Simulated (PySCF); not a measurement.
Gas-phase reaction: B3O3H3 + 6 OH = 3 HBO2 + 3 H2O

Computed with PySCF and rigid-rotor harmonic-oscillator thermochemistry at 1 bar. 'Table' is the NASA 1993 thermochemical table (part measured, part estimated). After a fit of one offset per element over all species, the range-separated, M06-2X, PBE0/def2-QZVP and CCSD(T)/def2-TZVPP enthalpies, where run, lie to one side of the table for B3O3H3 (+31 kJ/mol): a fault of the table's entry, another state or a shared error of the levels is possible; this was not checked at source. † marks an energy on the PBE0/def2-TZVP geometry and frequencies; other levels use their own. MP2 and CCSD(T) freeze the core. 6-31G* has spherical d functions here. Open shells (unrestricted): OH (multiplicity 2); the rest are closed-shell singlets. Spin-orbit splitting is ignored; it lowers the true energy and changes the entropy of OH. B3LYP is the form with VWN-RPA correlation. MP2 isn't extrapolated to the basis-set limit. CCSD(T) isn't extrapolated to the basis-set limit. The table's entry may be an old estimate for B3O3H3, OH, HBO2 (not checked at source).

| level | ΔH°(298 K), kJ |
|---|---|
| table | -1425.9 |
| B3LYP/6-31G* | -1270.0 |
| CCSD(T)/def2-SVP† | [?] |
| HF/6-31G* | [?] |
| MP2/def2-TZVPP† | [?] |
| PBE/def2-SVP | -1482.0 |
| PBE0/def2-QZVP† | -1363.5 |
| PBE0/def2-SVP† | [?] |
| PBE0/def2-TZVP | -1345.1 |
| LDA/def2-TZVP† | -1723.8 |

### Question
What belongs in the gaps?

### Answer

- CCSD(T)/def2-SVP†, ΔH°(298 K), kJ: -1331.2
- HF/6-31G*, ΔH°(298 K), kJ: -657.4
- MP2/def2-TZVPP†, ΔH°(298 K), kJ: -1544.7
- PBE0/def2-SVP†, ΔH°(298 K), kJ: -1348.5
